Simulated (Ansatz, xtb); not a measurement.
Gas-phase reaction in SMILES: [SiH3][SiH2][SiH2][SiH2]Cl + 3 [SiH4] (SiH4) → [SiH3]Cl [chlorosilane] + 3 [SiH3][SiH3]
Structures are relaxed separately at B3LYP-D3(BJ)/def2-TZVP in Ansatz (an electronic-structure program), one conformer each, not searched for the lowest.

Property: bond separation energy (electronic energy difference), in eV. Correlated levels leave the core frozen unless marked. Spin-orbit coupling is left out. No relativistic terms. Basis-set limits of correlation are two-point, X^-3; Hartree-Fock from the larger set. The bracket is a focal-point correction in the basis named.

| level | program | bond separation energy (eV) |
|---|---|---|
| GFN2-xTB | xtb | 0.11 |
| HF/cc-pV(T+d)Z | Ansatz | -0.01 |

**Question.** Estimate the value at RI-MP2/CBS(cc-pV(T+d)Z,cc-pV(Q+d)Z)+[CCSD(T)-MP2]/cc-pV(T+d)Z as computed with Ansatz.

**Answer.** 0.16 eV, so HF/cc-pV(T+d)Z differs from it by -0.17 eV.
